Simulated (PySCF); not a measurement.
CH4Cl2OSi, SMILES Cl[Si](O)(C)Cl.

The structure is a stationary point at PBE-D3(BJ)/def2-SVP. The values are those of a single conformer.

Level of theory: TDA-PBE/def2-SVPD (PySCF 2.14.0).

Vertical excitations. Gas-phase values at a fixed geometry. State labels are in the subgroup Cs.

Problem. List the lowest excited states. (An estimate is asked for; the answer gives what the named calculation found.)

Solution. 
| state | symmetry | energy (eV) | λ (nm) | f | main pairs |
|---|---|---|---|---|---|
| S1 | A" | 6.76 | 183 | 0.002 | HOMO→LUMO 98 % |
| S2 | A" | 7.07 | 175 | 0.020 | HOMO−1→LUMO 89 % |
| S3 | A' | 7.12 | 174 | 0.088 | HOMO−2→LUMO 97 % |
| S4 | A" | 7.36 | 168 | 0.016 | HOMO→LUMO+1 81 % |
| S5 | A' | 7.47 | 166 | 0.037 | HOMO−3→LUMO 86 % |
| S6 | A" | 7.58 | 164 | 0.012 | HOMO−1→LUMO+1 91 % |
| S7 | A' | 7.66 | 162 | 0.027 | HOMO−2→LUMO+1 86 % |
| S8 | A" | 7.77 | 160 | 0.058 | HOMO−4→LUMO 89 % |
| S9 | A" | 7.89 | 157 | 0.009 | HOMO→LUMO+2 95 % |
| S10 | A' | 7.96 | 156 | 0.005 | HOMO−3→LUMO+1 79 %, HOMO→LUMO+3 18 % |
| T1 | A" | 6.55 | 189 | 0 | HOMO→LUMO 98 % |
| T2 | A" | 6.80 | 182 | 0 | HOMO−1→LUMO 96 % |
| T3 | A' | 6.85 | 181 | 0 | HOMO−2→LUMO 98 % |
| T4 | A" | 7.05 | 176 | 0 | HOMO→LUMO+1 95 % |
Triplets are in the Tamm–Dancoff approximation.
